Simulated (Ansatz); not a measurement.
Breaking the Ge1–F2 bond in FGeI (SMILES [F][Ge][I]) (multiplicity 1 held, fragments rigid). Energies count from the point at 1.764 Å.
Geometry at that point (charge 0, multiplicity 1):
```xyz
3

Ge     0.5888     0.8265     1.0210
F      1.0641     2.0690    -0.1367
I     -0.5362    -0.8503    -0.5932
```

Restricted levels (R-, RO-) in cc, def2 and unpolarised 6-31G sets keep to the state of the molecule at rest. Unrestricted levels (U-) break spin symmetry where that is lower. Curves can end on different states.

Frozen-core correlation. Filled d and f shells under p-block atoms count as core.

The values were computed with Ansatz (an electronic-structure program) with Gaussian orbitals. Each number belongs to the level named beside it. In def2 rows elements past Kr take small-core potentials, without spin–orbit coupling.

Energies in kJ/mol.

```
R (Å)  R-MP2/def2-SVP  R-SCS-MP2/def2-SVP  U-SCS-MP2/def2-SVP  R-CCSD(T)/def2-SVP
-----  --------------  ------------------  ------------------  ------------------
1.411             302                 302                 302                 304
1.587              48                  48                  48                  50
1.764               0                   0                   0                   0
1.940              35                  34                  34                  33
2.116             100                  99                  99                  96
2.381             209                 207                 207                 199
2.645             308                 304                 401                 290
3.086             438                 432                 475                 393
3.527             532                 524                 493                 390
4.056             607                 598                 496                  48
4.761             657                 644                 497               -1100
5.643             660                 639                 498               -1889
```

Doubts at one or more of the structures used: a restricted determinant that unrestricted orbitals would lower (R-MP2/def2-SVP, R-SCS-MP2/def2-SVP, R-CCSD(T)/def2-SVP); a spin-contaminated determinant (U-SCS-MP2/def2-SVP); T1 above 0.05 (R-CCSD(T)/def2-SVP); other coupled-cluster roots lie near (R-CCSD(T)/def2-SVP).
